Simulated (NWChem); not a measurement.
System: MoN2H3OF; SMILES [NH]=[Mo]([F])(=[NH])[OH]

NWChem input:

```
start job
memory heap 200 mb stack 900 mb global 1100 mb
geometry units angstroms noautoz
  Mo     0.056682    -0.016532    -0.081604
  N     -0.995827    -0.134589    -1.459646
  H     -1.878638    -0.234213    -1.972204
  N     -0.881323     0.090266     1.382317
  H     -1.767741     0.119003     1.900308
  F      1.120137    -1.561587     0.011183
  O      1.039292     1.596858    -0.279684
  H      1.178852     2.148340     0.513205
end
basis spherical
  Mo library def2-svp
  N library def2-svp
  H library def2-svp
  F library def2-svp
  O library def2-svp
end
ecp
  Mo library def2-ecp
end
dft
  xc becke88 lyp
  iterations 200
  cgmin
end
task dft gradient
```

Parts of the log:

```
             Northwest Computational Chemistry Package (NWChem) 7.3.0
             --------------------------------------------------------

 C1  symmetry detected

                             Geometry "geometry" -> ""
                             -------------------------

 Output coordinates in angstroms (scale by  1.889725989 to convert to a.u.)

  No.       Tag          Charge          X              Y              Z
 ---- ---------------- ---------- -------------- -------------- --------------
    1 Mo                  42.0000    -0.01346246    -0.01105994    -0.00705965
    2 N                    7.0000    -1.13393077     0.09740150    -1.33125725
    3 H                    1.0000    -2.04434620     0.15380119    -1.80025481
    4 N                    7.0000    -0.85743984     0.15288493     1.50791499
    5 H                    1.0000    -1.70529238     0.28220028     2.07298222
    6 F                    9.0000     0.81415267    -1.69647400    -0.04131674
    7 O                    8.0000     1.18576515     1.45132858    -0.18329352
    8 H                    1.0000     1.44116074     1.93414831     0.62537239

 Effective nuclear repulsion energy (a.u.)     490.4320686274

                                 NWChem DFT Module
                                 -----------------

 Summary of "ao basis" -> "ao basis" (spherical)
 ------------------------------------------------------------------------------
       Tag                 Description            Shells   Functions and Types
 ---------------- ------------------------------  ------  ---------------------
 Mo                         def2-svp                11       31   5s3p2d1f
 N                          def2-svp                 6       14   3s2p1d
 H                          def2-svp                 3        5   2s1p
 F                          def2-svp                 6       14   3s2p1d
 O                          def2-svp                 6       14   3s2p1d

            General Information
            -------------------
          SCF calculation type: DFT
          Wavefunction type:  closed shell.
          No. of atoms     :     8
          No. of electrons :    48
           Alpha electrons :    24
            Beta electrons :    24
          Charge           :     0
          Spin multiplicity:     1
          Use of symmetry is: off; symmetry adaption is: off
          Maximum number of iterations: 200
          AO basis - number of functions:   102
                     number of shells:    44
          Convergence on energy requested:  1.00D-06
          Convergence on density requested:  1.00D-05
          Convergence on gradient requested:  5.00D-04

              XC Information
              --------------
                    Becke 1988 Exchange Functional  1.000
              Lee-Yang-Parr Correlation Functional  1.000

             Grid Information
             ----------------
          Grid used for XC integration:  medium
          Radial quadrature: Mura-Knowles
          Angular quadrature: Lebedev.
          Tag              B.-S. Rad. Rad. Pts. Rad. Cut. Ang. Pts.
          ---              ---------- --------- --------- ---------
          Mo                  1.45      123           9.0       590
          N                   0.65       49          10.0       434
          H                   0.35       45          12.0       434
          F                   0.50       49          10.0       434
          O                   0.60       49          10.0       434
          Grid pruning is: on
          Number of quadrature shells:   454
          Spatial weights used:  Erf1

      Superposition of Atomic Density Guess
      -------------------------------------

 Sum of atomic energies:        -361.26185338

      Non-variational initial energy
      ------------------------------

 Total energy =    -351.916082
 1-e energy   =    -944.483644
 2-e energy   =     371.625625
 HOMO         =      -0.365904
 LUMO         =      -0.027353

 ----------------------------------------------
         Quadratically convergent ROKS

 Convergence threshold     :          5.000E-04
 Maximum no. of iterations :          200
 Final Fock-matrix accuracy:          1.000E-08
 ----------------------------------------------

              iter       energy          gnorm     gmax       time
             ----- ------------------- --------- --------- --------
                 1     -353.9657247528  2.68D+00  7.03D-01      1.3
                 2     -354.3797843962  6.31D-01  1.21D-01      2.7
                 3     -354.4074356326  5.51D-01  8.11D-02      5.2
                 4     -354.4231198054  2.42D-02  5.33D-03      9.0
                 5     -354.4231556765  5.50D-04  1.35D-04     14.9
                 6     -354.4231557009  2.92D-05  6.74D-06     19.7

         Total DFT energy =     -354.423155700947
      One electron energy =     -949.749290295211
           Coulomb energy =      416.057754010253
    Exchange-Corr. energy =      -41.673556213351
 Nuclear repulsion energy =      220.941936797362

 Numeric. integr. density =       48.000007483794

[...]

                         DFT ENERGY GRADIENTS

    atom               coordinates                        gradient
                 x          y          z           x          y          z
   1 Mo     -0.025440  -0.020900  -0.013341   -0.004716   0.001613   0.000463
   2 N      -2.142818   0.184062  -2.515711    0.006853   0.000378   0.009045
   3 H      -3.863254   0.290642  -3.401988    0.000672  -0.000610   0.000470
   4 N      -1.620326   0.288911   2.849546    0.004900  -0.001494  -0.009936
   5 H      -3.222535   0.533281   3.917368    0.000678   0.000367  -0.000617
   6 F       1.538525  -3.205871  -0.078077   -0.003076   0.005619   0.000237
   7 O       2.240771   2.742613  -0.346375   -0.004153  -0.004510   0.001410
   8 H       2.723399   3.655010   1.181782   -0.001157  -0.001362  -0.001072
```

Level: BLYP/def2-SVP with def2 effective core potentials on Mo. Structure relaxed at the PBE-D3(BJ)/def2-SVP level. No frequency run checked for a minimum. def2 effective core potentials on Mo; no spin-orbit coupling.
